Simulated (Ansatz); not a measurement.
Born–Oppenheimer molecular dynamics of CH₅FGeOSi (10 atoms, charge 0, multiplicity 1). It starts at the highest image of a converged band, a first-order saddle point between two minima.

Method: Ansatz 0.2.0, RKS PBE-D4/def2-SVP.

```yaml
ensemble: NVE (velocity Verlet)
time_step: 0.5 fs
steps_asked: 134
starting_velocities_drawn_for: 300 K
seed: 3533
```

First frame:

```xyz
10
Properties=species:S:1:pos:R:3
F -1.946 -0.622 0.552
C -0.715 -0.054 0.903
O 0.289 -1.038 0.945
Ge 0.985 -0.956 -1.147
Si -0.096 1.113 -0.534
H -0.832 0.360 1.933
H 2.551 -0.850 -1.069
H 0.071 -1.914 -0.192
H -1.118 1.801 -1.397
H 0.893 2.110 0.009
```

Question: How far do the bonds stretch over the last three quarters of this one trajectory? (Pairs bonded in most of those frames.)

Answer: 
| bond | mean (Å) | spread (Å) | shortest | longest |
| --- | --- | --- | --- | --- |
| F1–C2 | 1.372 | 0.050 | 1.31 | 1.45 |
| C2–O3 | 1.466 | 0.055 | 1.37 | 1.56 |
| C2–Si5 | 1.989 | 0.028 | 1.95 | 2.04 |
| C2–H6 | 1.125 | 0.041 | 1.06 | 1.18 |
| O3–H8 | 1.017 | 0.075 | 0.90 | 1.13 |
| Ge4–Si5 | 2.476 | 0.096 | 2.35 | 2.61 |
| Ge4–H7 | 1.631 | 0.015 | 1.59 | 1.65 |
| Si5–H9 | 1.510 | 0.010 | 1.49 | 1.53 |
| Si5–H10 | 1.515 | 0.015 | 1.49 | 1.54 |

Mean temperature of the second half: 838 K. The conserved energy stayed within 0.49 meV per atom of its start (net change 0.31 meV per atom), so the integration is sound. The kinetic energy rose, since the run started high on the potential surface and went downhill. A run of 0.067 ps of so small a system gives no equilibrium averages. The orbitals stay closed-shell, which can raise the energy where a bond breaks towards radicals; this wasn't checked here.

The run took 8.2 min on 2 threads of Intel(R) Xeon(R) Platinum 8259CL CPU @ 2.50GHz (Skylake/Cascade Lake), with other jobs on the host, peak memory 0.17 GiB.
